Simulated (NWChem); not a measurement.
System: CH$_{4}$BFS; SMILES CSBF

```xyz
8

B      0.4934    -0.9358    -0.1144
F     -0.0025    -2.1591    -0.0163
H      1.6150    -0.7794    -0.5382
S     -0.5307     0.4390     0.3901
C      0.5556     1.8610     0.0782
H      0.7194     2.4023     1.0194
H      0.0711     2.5329    -0.6426
H      1.5214     1.5289    -0.3246
```
Atoms are numbered in this order, from 1.

Results from NWChem. All runs use the structure optimised with PBE0/def2-SVP. GIAO values for the isolated, static molecule; σ is the absolute isotropic shielding, δ = σ(reference) − σ with the isolated reference molecule computed at the same levels (11B: boron trifluoride, 13C: tetramethylsilane, 19F: trichlorofluoromethane, 1H: tetramethylsilane).

| level | δ B1 (ppm) | δ F2 (ppm) | δ H3 (ppm) | σ S4 (ppm) | δ C5 (ppm) | δ H6 (rotor mean) (ppm) |
|---|---|---|---|---|---|---|
| LDA (Slater exchange, VWN5)/pcSseg-1 | 42.3 | -37.2 | 6.05 | 430.6 | 14.9 | 2.25 |
| PBE0/pcSseg-1 | 39.8 | -31.1 | 5.76 | 490.7 | 15.3 | 2.23 |
| KT2/pcSseg-1 | 36.9 | -55.3 | 5.80 | 491.4 | 15.5 | 2.21 |
